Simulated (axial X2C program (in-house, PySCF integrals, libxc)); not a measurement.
# Curves of MgBr by EOM-EA-CCSD

Computed with an axial X2C code built on PySCF integrals: two-component X2C with atomic mean-field Coulomb and Gaunt terms, Gaussian nuclei, basis Br dyall-acv3z, Mg dyall-acv3z with contracted cores.

Energies in eV from the lowest point of the lowest state; states are followed by energy order within each Ω. Reference: MgBr⁺, 8 electrons correlated in 92 virtual spinors with an MP2 remainder; levels at this size can be off by some tenths of an eV. Masses 78.918 and 23.985 u.

```tsv
R (Å)	(1)Ω=1/2	(2)Ω=1/2	(1)Ω=3/2	(3)Ω=1/2
2.177	0.2165	3.2869	3.3057	4.6051
2.271	0.0473	3.1403	3.1582	4.4832
2.366	0.0000	3.1155	3.1324	4.4660
2.473	0.0480	3.1874	3.2031	4.5245
2.579	0.1681	3.3286	3.3431	4.6255
2.721	0.3981	3.5796	3.5925	4.7623
```

Fit the curves (1)Ω=1/2, (2)Ω=1/2, (1)Ω=3/2 near their minima.

At EOM-EA-CCSD from MgBr⁺ (the fit fixes ωe to about one per cent; ωe of higher roots by this method can be off by ten per cent):

```
   state  Te (cm⁻¹)  Re (Å)  ωe (cm⁻¹)
(1)Ω=1/2          0   2.365      374.9
(2)Ω=1/2      25100   2.342      390.4
(1)Ω=3/2      25240   2.343      389.5
```

For MgBr⁺ at CCSD, and between the minima:

Re = 2.260 Å, ωe = 449.4 cm⁻¹; removing the electron costs 7.470 eV without zero-point terms.

T1 of the reference reaches 0.018 (Lee–Taylor). Curves followed by order can swap character. Number of frozen shells: Br 3 s, 2 p, 1 d; Mg 2 s, 1 p. Roots with under 60 % one-particle weight at any point are counted in the labels but not shown, and the list ends where the roots sought for some Ω run out; states that need a further excitation are missing and may lie low or lowest. Curves with a minimum but no constants failed the fit check.
